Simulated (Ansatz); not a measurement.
CH₅AlO₂, SMILES [CH3][Al]([OH])[OH].

Geometry: PBE-D3(BJ)/def2-SVP. The isomer is the one that the SMILES or the coordinates give; other isomers of the formula were not compared. Other conformers were not sampled.

Two levels are set side by side: PBE/def2-SVPD (Ansatz, an electronic-structure program) and PBE0/def2-SVPD (Ansatz). Energy differences of separate SCF runs at the same geometry; the states with an electron removed or added have multiplicity 2 and 2. Differences are taken from unrounded values.

| quantity | PBE |
|---|---|
| vertical ionisation energy (eV) | 10.42 |
| vertical singlet–triplet gap (eV) | 5.96 |

Task: These are the PBE values. What does PBE0 give? (The exact figures need the calculation; the answer reports its results.)

Result: 
```tsv
quantity	PBE0	PBE minus PBE0
vertical ionisation energy (eV)	10.94	-0.52
vertical singlet–triplet gap (eV)	6.66	-0.70
```
